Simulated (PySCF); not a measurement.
## Low-lying terms of Cu+ (copper, charge +1)

Ground state [Ar] 3d10, ¹S. All numbers are calculated (PySCF 2.14, scalar relativity through the core potential, in aug-cc-pVTZ-PP with one added diffuse shell each of s, p, d, f, g type with ECP10MDF (7s7p6d4f3g, 113 functions)). Vertical excitation energies in eV without spin-orbit coupling; excited terms of each kind are numbered among those the solver found.

```
 term  leading excitation  TDA-PBE  TD-PBE
 1 3D              3d → s    1.439   1.356
 1 1D              3d → s    1.990   1.973
1 3P°              3d → p    6.758   6.725
1 3F°              3d → p    6.832   6.813
1 1F°              3d → p    7.025   7.022
1 1D°              3d → p    7.156   7.156
1 3D°              3d → p    7.156   7.156
1 1P°              3d → p    7.724   7.647
 2 3D              3d → s   10.565  10.561
 2 1D              3d → s   10.635  10.633
```

Where a singlet and its triplet coincide, the exchange integral that splits them vanishes by symmetry for a single excitation; correlation beyond this level separates them.

Oscillator strength of the first ¹S → ¹P° line: TDA-PBE 0.390, TD-PBE 0.335.

The solver can miss terms. Rydberg members are limited by the diffuse functions of the basis.
